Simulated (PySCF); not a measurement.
Compound: C₉H₈.
Z-matrix (Å and degrees, PBE0-D3(BJ)/def2-SVP geometry), rows numbered from 1:
```
C 
C   1  1.4920
C   2  1.3683  1  127.48
C   3  1.4533  2  108.09  1   179.97
C   4  1.3532  3  126.75  2  -179.96
C   5  1.4250  4  152.22  3     0.35
C   6  1.3271  5   62.23  4   179.60
C   4  1.4539  3  107.03  2     0.04
C   8  1.3644  4  107.34  3    -0.04
H   1  1.0995  2  111.46  3    -0.03
H   1  1.1032  2  111.48  3  -120.54
H   1  1.1032  2  111.47  3   120.49
H   3  1.0905  2  126.67  1    -0.01
H   6  1.0879  5  149.42  7   179.85
H   7  1.0879  5  149.40  6  -179.85
H   8  1.0900  4  125.20  3   179.98
H   9  1.0917  2  124.43  1     0.00
```

Computed with PBE0-D3(BJ)/def2-SVP geometry optimisation, gas phase in PySCF.

Masses are those of the commonest isotopes; rigid-rotor values at the optimised geometry. 

Give the principal moments of inertia and the rotational constants in MHz.

Ia = 97.87, Ib = 525.28, Ic = 619.99 u·Å²; 505379 MHz·u·Å²/I gives A = 5164, B = 962.1, C = 815.1 MHz.

What kind of rotor is it?

A near-prolate asymmetric top; Ray's κ = -0.932.

What does the inertial defect say?

Not planar: Δ = Ic − Ia − Ib = -3.15 u·Å². For a rigid frame Δ = −2 Σ m c², so Σ m c² = 1.58 u·Å² lies off the ab plane, practically all of it from hydrogen. The atom farthest from that plane is 0.89 Å away.

List the rotational levels J(Ka,Kc) to J = 5 (K).

Above 0(0,0), as E/k:
J = 1: 1(0,1) 0.085, 1(1,1) 0.287, 1(1,0) 0.294
J = 2: 2(0,2) 0.256, 2(1,2) 0.450, 2(1,1) 0.472, 2(2,1) 1.077, 2(2,0) 1.077
J = 3: 3(0,3) 0.511, 3(1,3) 0.696, 3(1,2) 0.738, 3(2,2) 1.333, 3(2,1) 1.333, 3(3,1) 2.359, 3(3,0) 2.359
J = 4: 4(0,4) 0.850, 4(1,4) 1.022, 4(1,3) 1.093, 4(2,3) 1.674, 4(2,2) 1.676, 4(3,2) 2.700, 4(3,1) 2.700, 4(4,1) 4.136, 4(4,0) 4.136
J = 5: 5(0,5) 1.273, 5(1,5) 1.430, 5(1,4) 1.536, 5(2,4) 2.100, 5(2,3) 2.106, 5(3,3) 3.127, 5(3,2) 3.127, 5(4,2) 4.563, 5(4,1) 4.563, 5(5,1) 6.409, 5(5,0) 6.409

Predict some low-J microwave lines.

The dipole components are |μa| = 4.18 D, |μb| = 0.75 D, |μc| = 0.00 D; the mirror of this Cs structure is the ab plane, so μc vanishes by symmetry and there are no c-type lines. The squared components, which scale the intensities, stand as 1.00 : 0.03 (a : b). Some lines, for components of 0.1 D or more:

```
type  branch         J(Ka,Kc)    MHz  lower level (cm⁻¹)
   a       Q  2(1,1) ← 2(1,2)    441               0.313
   a       R  1(0,1) ← 0(0,0)   1777               0.000
   a       R  2(1,2) ← 1(1,1)   3408               0.199
   a       R  2(0,2) ← 1(0,1)   3551               0.059
   a       R  2(1,1) ← 1(1,0)   3701               0.204
   b       Q  1(1,0) ← 1(0,1)   4349               0.059
   b       Q  2(1,1) ← 2(0,2)   4500               0.178
   b       R  1(1,1) ← 0(0,0)   5979               0.000
   b       R  2(1,2) ← 1(0,1)   7609               0.059
   b       Q  2(2,0) ← 2(1,1)  12610               0.328
   b       Q  2(2,1) ← 2(1,2)  13047               0.313
   b       R  2(2,1) ← 1(1,0)  16307               0.204
   b       R  2(2,0) ← 1(1,1)  16458               0.199
```

Estimate the classical rotational partition function at 100 K, 200 K and 500 K.

Point group Cs, symmetry number σ = 1; q = (√π/σ)·√((kT/h)³/(ABC)), k/h = 20836.6 MHz/K: 83800 at 100 K, 237000 at 200 K, 937000 at 500 K.

No PBE0-D3(BJ)/def2-SVP frequencies stand behind this structure, so it isn't proved a minimum. Constants of a rigid frame at the computed geometry: no zero-point averaging, no centrifugal distortion. A rigid rotor knows nothing of internal rotation, which can split or shift real lines.
